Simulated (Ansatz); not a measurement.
`N=C[Si](N)(O)F` and `C=C[Si](N)(O)F` differ in one atom or group.

Ansatz, PBE0-D4/def2-TZVP geometries, multiplicity 1. Each molecule was computed in one conformer, which needn't be the lowest.

| property | `N=C[Si](N)(O)F` |
| --- | --- |
| size of the dipole moment (B3LYP/def2-TZVPP) / D | 2.87 |
| HOMO–LUMO gap (PBE/def2-TZVPP) / eV | 3.93 |
| LUMO energy (PBE0/def2-TZVPP) / eV | -1.06 |
| size of the dipole moment (PBE/def2-TZVPP) / D | 2.76 |
| zero-point energy (PBE0-D4/def2-TZVP) / kJ/mol | 199.5 |
| size of the dipole moment (ωB97M-V/def2-TZVPP) / D | 2.86 |

(1) Give the same properties after the change, and the shifts. (Best estimate.)

Results:

(1) Ansatz gave: 
```json
{"property": "size of the dipole moment (B3LYP/def2-TZVPP) / D", "`C=C[Si](N)(O)F`": "2.93", "shift": "0.06"}
{"property": "HOMO–LUMO gap (PBE/def2-TZVPP) / eV", "`C=C[Si](N)(O)F`": "4.86", "shift": "0.93"}
{"property": "LUMO energy (PBE0/def2-TZVPP) / eV", "`C=C[Si](N)(O)F`": "-0.62", "shift": "0.44"}
{"property": "size of the dipole moment (PBE/def2-TZVPP) / D", "`C=C[Si](N)(O)F`": "2.82", "shift": "0.06"}
{"property": "zero-point energy (PBE0-D4/def2-TZVP) / kJ/mol", "`C=C[Si](N)(O)F`": "228.5", "shift": "29.0"}
{"property": "size of the dipole moment (ωB97M-V/def2-TZVPP) / D", "`C=C[Si](N)(O)F`": "2.94", "shift": "0.08"}
```

With PBE0 the HOMO falls by 0.43 eV and the LUMO rises by 0.44 eV, so the gap widens by about 0.87 eV. PBE moves the HOMO by -0.40 eV and ωB97M-V by -0.48 eV. The zero-point energy changes by 29.0 kJ/mol with +3 modes. Dipoles are sizes alone; their direction can turn.

Positive LUMOs are unbound, so they and the gaps depend on the basis.

B3LYP here is the variant with VWN-RPA as its local correlation; programs differ in this.
